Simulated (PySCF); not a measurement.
# Shapes and spin states of Ge(OH)2

Computed with PySCF, PBE0, basis Ge def2-TZVP, O def2-TZVP, H def2-TZVP (no relativity, density fitting).

Relaxations began from a few typed shapes and spin states; open shells are unrestricted. The search is not exhaustive: other isomers or separated fragments can lie lower, and high-lying points may rest on an excited occupation.

| spin | group | bonds | angles | imaginary modes (cm⁻¹) | ΔE (kJ/mol) | ΔE with ZPE (kJ/mol) |
| --- | --- | --- | --- | --- | --- | --- |
| singlet | C2v | Ge–O 1.790 Å (×2), O–H 0.961 Å (×2) | Ge–O–H 118.8° (×2), O–Ge–O 102.4° | none | 0.0 | 0.0 |
| singlet | D∞h | Ge–O 1.851 Å (×2), O–H 0.964 Å (×2) | Ge–O–H 180.0° (×2), O–Ge–O 180.0° | 2 found | 210.1 | – |
| triplet | C2 | Ge–O 1.798 Å (×2), O–H 0.963 Å (×2) | Ge–O–H 109.8° (×2), O–Ge–O 117.4° | none | 274.4 | 274.8 |
| triplet | C2h | Ge–O 1.845 Å (×2), O–H 0.966 Å (×2) | Ge–O–H 108.1° (×2), O–Ge–O 180.0° | 210i | 338.8 | – |

The lowest minimum found is the singlet C2v: Ge–O 1.790 Å (×2), O–H 0.961 Å (×2); Ge–O–H 118.8° (×2), O–Ge–O 102.4°.
